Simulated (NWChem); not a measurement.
System: CH3FMgS; SMILES C[S][Mg][F]

Output (shortened):

```
             Northwest Computational Chemistry Package (NWChem) 7.3.0
             --------------------------------------------------------

                             Geometry "geometry" -> ""
                             -------------------------

 Output coordinates in angstroms (scale by  1.889725989 to convert to a.u.)

  No.       Tag          Charge          X              Y              Z
 ---- ---------------- ---------- -------------- -------------- --------------
    1 Mg                  12.0000     0.36645000    -1.28667100    -0.00587600
    2 F                    9.0000     0.36723900    -3.04453800     0.02852300
    3 S                   16.0000     0.39443800     1.00859500    -0.05104200
    4 C                    6.0000    -1.37978400     1.46652700     0.01557400
    5 H                    1.0000    -1.94050100     1.09189300    -0.85218200
    6 H                    1.0000    -1.42234600     2.56419400    -0.00346900
    7 H                    1.0000    -1.86437500     1.12596800     0.94128700

 Effective nuclear repulsion energy (a.u.)     168.8042589844

  pbe96 is a nonlocal functional; adding pw91lda local functional.
                              NWChem Property Module
                              ----------------------

                                 NWChem DFT Module
                                 -----------------

 Summary of "ao basis" -> "ao basis" (spherical)
 ------------------------------------------------------------------------------
       Tag                 Description            Shells   Functions and Types
 ---------------- ------------------------------  ------  ---------------------
 Mg                        def2-svpd                 9       21   4s4p1d
 F                         def2-svpd                 9       23   4s3p2d
 S                         def2-svpd                11       27   5s4p2d
 C                         def2-svpd                 8       20   4s2p2d
 H                         def2-svpd                 4        8   2s2p

            General Information
            -------------------
          SCF calculation type: DFT
          Wavefunction type:  closed shell.
          No. of atoms     :     7
          No. of electrons :    46
           Alpha electrons :    23
            Beta electrons :    23
          Charge           :     0
          Spin multiplicity:     1
          Use of symmetry is: off; symmetry adaption is: off
          Maximum number of iterations: 150
          AO basis - number of functions:   115
                     number of shells:    49
          Convergence on energy requested:  1.00D-06
          Convergence on density requested:  1.00D-05
          Convergence on gradient requested:  5.00D-04

              XC Information
              --------------
          PerdewBurkeErnzerhof Exchange Functional  1.000
            Perdew 1991 LDA Correlation Functional  1.000 local
           PerdewBurkeErnz. Correlation Functional  1.000 non-local

             Grid Information
             ----------------
          Grid used for XC integration:  medium
          Radial quadrature: Mura-Knowles
          Angular quadrature: Lebedev.
          Tag              B.-S. Rad. Rad. Pts. Rad. Cut. Ang. Pts.
          ---              ---------- --------- --------- ---------
          Mg                  1.50       88          12.0       590
          F                   0.50       49          14.0       434
          S                   1.00       88          13.0       590
          C                   0.70       49          13.0       434
          H                   0.35       45          15.0       434
          Grid pruning is: on
          Number of quadrature shells:   409
          Spatial weights used:  Erf1

      Superposition of Atomic Density Guess
      -------------------------------------

 Sum of atomic energies:        -735.30666692

      Non-variational initial energy
      ------------------------------

 Total energy =    -736.143874
 1-e energy   =   -1355.028930
 2-e energy   =     450.080798
 HOMO         =      -0.299540
 LUMO         =      -0.090081

   convergence    iter        energy       DeltaE   RMS-Dens  Diis-err
 ---------------- ----- ----------------- --------- --------- ---------
 d= 0,ls=0.0,diis     1   -737.2862764722 -9.06D+02  2.44D-02  9.14D-01
 d= 0,ls=0.0,diis     2   -736.1646605174  1.12D+00  1.82D-02  1.28D+01
 d= 0,ls=0.0,diis     3   -737.3831369424 -1.22D+00  4.68D-03  5.37D-02
 d= 0,ls=0.0,diis     4   -737.3787147004  4.42D-03  2.48D-03  8.68D-02
 d= 0,ls=0.0,diis     5   -737.3923361692 -1.36D-02  2.91D-04  7.89D-04
  Resetting Diis
 d= 0,ls=0.0,diis     6   -737.3924161620 -8.00D-05  1.56D-04  2.04D-04
 d= 0,ls=0.0,diis     7   -737.3924459941 -2.98D-05  1.17D-04  2.08D-05
 d= 0,ls=0.0,diis     8   -737.3924393650  6.63D-06  7.38D-05  6.43D-05
 d= 0,ls=0.0,diis     9   -737.3924490911 -9.73D-06  5.61D-06  4.57D-07
 d= 0,ls=0.0,diis    10   -737.3924491429 -5.18D-08  2.01D-06  7.17D-08

         Total DFT energy =     -737.392449142922
      One electron energy =    -1358.426590091672
           Coulomb energy =      510.963531301348
    Exchange-Corr. energy =      -58.733649337048
 Nuclear repulsion energy =      168.804258984449

 Numeric. integr. density =       45.999995705353

                       DFT Final Molecular Orbital Analysis
                       ------------------------------------

 Vector   21  Occ=2.000000D+00  E=-2.986254D-01
              MO Center=  3.7D-01, -3.0D+00,  2.8D-02, r^2= 6.4D-01
   Bfn.  Coefficient  Atom+Function         Bfn.  Coefficient  Atom+Function
  ----- ------------  ---------------      ----- ------------  ---------------
    28      0.639047  2 F  pz                31     -0.423663  2 F  pz
    34     -0.128448  2 F  pz                10     -0.055311  1 Mg pz
     7     -0.050283  1 Mg pz                41     -0.037495  2 F  d -1
    18      0.033880  1 Mg d -1              26      0.027318  2 F  px

 Vector   22  Occ=2.000000D+00  E=-2.435105D-01
              MO Center=  2.0D-01,  8.7D-01, -4.0D-02, r^2= 2.6D+00
   Bfn.  Coefficient  Atom+Function         Bfn.  Coefficient  Atom+Function
  ----- ------------  ---------------      ----- ------------  ---------------
    57      0.459994  3 S  py                54      0.349144  3 S  py
     3     -0.259453  1 Mg s                 56      0.223162  3 S  px
    51      0.201361  3 S  py               101     -0.178475  6 H  s
    47      0.171838  3 S  s                 53      0.160567  3 S  px
   100     -0.154062  6 H  s                  2     -0.148052  1 Mg s

 Vector   23  Occ=2.000000D+00  E=-2.076183D-01
              MO Center=  2.4D-01,  9.0D-01, -4.2D-02, r^2= 2.1D+00
   Bfn.  Coefficient  Atom+Function         Bfn.  Coefficient  Atom+Function
  ----- ------------  ---------------      ----- ------------  ---------------
    58      0.572015  3 S  pz                55      0.427155  3 S  pz
    52      0.242766  3 S  pz                93      0.135664  5 H  s
   109     -0.135686  7 H  s                 92      0.127352  5 H  s
   108     -0.127338  7 H  s                 78     -0.113078  4 C  pz
    61      0.109681  3 S  pz                10      0.074000  1 Mg pz

 Vector   24  Occ=0.000000D+00  E=-8.155985D-02
              MO Center=  2.3D-01, -1.0D+00, -5.9D-03, r^2= 5.8D+00
   Bfn.  Coefficient  Atom+Function         Bfn.  Coefficient  Atom+Function
  ----- ------------  ---------------      ----- ------------  ---------------
     4      1.025839  1 Mg s                  3      0.836528  1 Mg s
    49     -0.451833  3 S  s                 57      0.323008  3 S  py
    60      0.280499  3 S  py                48     -0.256815  3 S  s
     2      0.255165  1 Mg s                 25     -0.214930  2 F  s
    54      0.177739  3 S  py                12      0.163551  1 Mg py

 Vector   25  Occ=0.000000D+00  E=-4.974034D-02
              MO Center=  1.5D-01, -2.5D-01, -1.6D-02, r^2= 7.4D+00
   Bfn.  Coefficient  Atom+Function         Bfn.  Coefficient  Atom+Function
  ----- ------------  ---------------      ----- ------------  ---------------
    75      0.558053  4 C  s                 49     -0.419743  3 S  s
    11     -0.361807  1 Mg px                 4      0.270389  1 Mg s
    73     -0.259475  4 C  s                  8     -0.252331  1 Mg px
    14     -0.240057  1 Mg px                48      0.228210  3 S  s
    79     -0.226964  4 C  px                56     -0.198864  3 S  px

 Vector   26  Occ=0.000000D+00  E=-2.597589D-02
              MO Center=  1.9D-01, -1.0D+00, -2.4D-03, r^2= 7.8D+00
   Bfn.  Coefficient  Atom+Function         Bfn.  Coefficient  Atom+Function
  ----- ------------  ---------------      ----- ------------  ---------------
    13      0.533955  1 Mg pz                16      0.427282  1 Mg pz
    10      0.274228  1 Mg pz                58     -0.201233  3 S  pz
     7      0.146556  1 Mg pz                55     -0.140053  3 S  pz
    28      0.137360  2 F  pz                61     -0.116553  3 S  pz
    34     -0.112919  2 F  pz                31     -0.098570  2 F  pz

     Multipole analysis of the density
     ---------------------------------

[...]

 DFT Linear Response polarizability / au
 Frequency  =       0.0000000 / au
              X              Y              Z
 -----------------------------------------------
 X      58.6476839     -6.1956538     -0.1463538
 Y      -6.1956509     71.0362520     -0.0918899
 Z      -0.1463538     -0.0918899     52.4291460
 -----------------------------------------------
 Eigenvalues =      56.0888907     73.6030165     52.4211747
 Isotropic   =      60.7043606
 Anisotropic =      19.6069779
 -----------------------------------------------

 Magnetic Dipole Response Matrix (nonzero elements):

 Exiting AOResponse driver routine
```

Level: PBE/def2-SVPD. Structure relaxed at the PBE0/def2-SVP level.

Reconstruct the input file.

This is not unique; one that fits is the input that was run:
```
start job
memory heap 200 mb stack 900 mb global 1100 mb
geometry units angstroms noautosym nocenter noautoz
  Mg     0.366450    -1.286671    -0.005876
  F      0.367239    -3.044538     0.028523
  S      0.394438     1.008595    -0.051042
  C     -1.379784     1.466527     0.015574
  H     -1.940501     1.091893    -0.852182
  H     -1.422346     2.564194    -0.003469
  H     -1.864375     1.125968     0.941287
end
basis spherical
  * library def2-svpd
end
dft
  xc xpbe96 cpbe96
  iterations 150
end
property
  response 1 0.0
end
task dft property
```
